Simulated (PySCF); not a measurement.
H2O2Sn, SMILES [OH][Sn][OH] (connectivity only; charge and spin as stated), neutral, multiplicity 1.

Geometry optimised at B3LYP-D3(BJ)/def2-TZVP. The def2 effective core potentials stand for the cores of Sn; spin–orbit coupling is left out. The values are those of a single conformer.

Level of theory: PBE0/def2-TZVPD in PySCF.

Symmetry labels are those of the subgroup Cs that the program uses (full group Cs).

### Question
List the valence orbital energies around the gap with their symmetry. (An estimate is asked for; the answer gives what the named calculation found.)

### Answer

| orbital | symmetry | energy (eV) |
|---|---|---|
| HOMO−7 | A' | -25.98 |
| HOMO−6 | A' | -14.31 |
| HOMO−5 | A' | -12.95 |
| HOMO−4 | A' | -10.72 |
| HOMO−3 | A' | -9.24 |
| HOMO−2 | A" | -9.13 |
| HOMO−1 | A" | -8.46 |
| HOMO | A' | -7.59 |
| LUMO | A" | -2.08 |
| LUMO+1 | A' | -0.59 |
| LUMO+2 | A' | 0.00 |
| LUMO+3 | A' | 0.55 |
